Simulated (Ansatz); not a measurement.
Geometry optimisation, Ansatz 0.2.0, RKS BHLYP-D4/def2-SVP.

input.yaml

```yaml
crystal:
  periodic: [false, false, false]
  atoms:
    - { symbol: Ta, position_ang: [-0.301095, 0.098507, -0.064141] }
    - { symbol: F, position_ang: [1.587611, 0.264676, -0.308683] }
    - { symbol: F, position_ang: [0.162921, -0.815501, 1.513708] }
    - { symbol: F, position_ang: [-0.404062, 0.353524, -1.917234] }
    - { symbol: O, position_ang: [-0.910406, 1.694633, 0.574005] }
    - { symbol: H, position_ang: [-1.348869, 2.458436, 0.936982] }
    - { symbol: Cl, position_ang: [-2.161767, -1.276396, -0.207026] }
    - { symbol: O, position_ang: [1.441434, -2.44217, -0.928073] }
    - { symbol: H, position_ang: [1.536944, -2.918219, -0.10146] }
    - { symbol: H, position_ang: [2.098389, -1.719891, -0.865777] }
basis:
  gaussian: { orbitals: def2-SVP }
hamiltonian:
  xc: { name: BHLYP }
  dispersion: d4
relax:
  f_tol: 0.03
  max_steps: 50
```

Command:

```bash
$ ansatz run input.yaml --threads 4 --pin off --max-ram 5120MiB --backend cpu --events-out ev --progress --plain --runs-dir out
```

Where does it end, and by what steps?

The forces met the threshold. After 21 steps the energy has fallen by 0.763 eV; H9 moved furthest, 0.95 Å. Joined: Ta1–O8 (3.20 → 2.26 Å).

```tsv
step	energy less start (eV)	largest force component (eV/Å)	accepted
0	0.0000	1.149	yes
1	-0.1246	1.298	yes
2	-0.3179	1.883	yes
3	-0.5901	1.292	yes
4	-0.6785	0.836	yes
5	-0.7305	0.221	yes
6	-0.7296	0.456	no
7	-0.7354	0.074	yes
8	-0.7389	0.118	yes
9	-0.7408	0.349	yes
10	-0.7450	0.272	yes
11	-0.7508	0.224	yes
12	-0.7533	0.325	yes
13	-0.7303	1.367	no
14	-0.7598	0.084	yes
15	-0.7597	0.441	no
16	-0.7620	0.047	yes
17	-0.7627	0.049	yes
18	-0.7627	0.201	yes
19	-0.7631	0.074	yes
20	-0.7634	0.039	yes
21	-0.7635	0.007	yes
```

```xyz
10
Properties=species:S:1:pos:R:3
Ta -0.042 -0.028 -0.079
F 1.746 0.555 -0.257
F 0.451 -0.687 1.628
F -0.247 0.236 -1.932
O -0.908 1.487 0.489
H -1.368 2.246 0.824
Cl -1.798 -1.613 -0.125
O 1.094 -1.873 -0.738
H 0.729 -2.745 -0.578
H 2.043 -1.879 -0.599
```

The run took 77 s on 4 threads of Arm Neoverse V1, with other jobs on the host, peak memory 0.4 GiB.
